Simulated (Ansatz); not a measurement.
Ansatz results at the PBE0-D4/def2-TZVP geometry: size of the dipole moment (B3LYP/def2-TZVPP) 0.00 D; zero-point energy (PBE0-D4/def2-TZVP) 7.2 kJ/mol; HOMO–LUMO gap (B3LYP/def2-TZVPP) 4.53 eV.

**Question.** Which molecule gave them?
A. `[F][Zr]([Cl])([Cl])[Br]`
B. `[I][Zr]([I])([I])[I]`
C. `C[Se][Zr]([F])([F])[Cl]`
D. `[SH][Zr]([Cl])([Cl])[Cl]`

**Answer.** B. The others give `[SH][Zr]([Cl])([Cl])[Cl]`: 0.64, 32.2, 5.11; `C[Se][Zr]([F])([F])[Cl]`: 1.77, 113.4, 4.91; `[F][Zr]([Cl])([Cl])[Br]`: 0.10, 14.3, 6.23.

B3LYP here is the variant with VWN-RPA as its local correlation; programs differ in this.
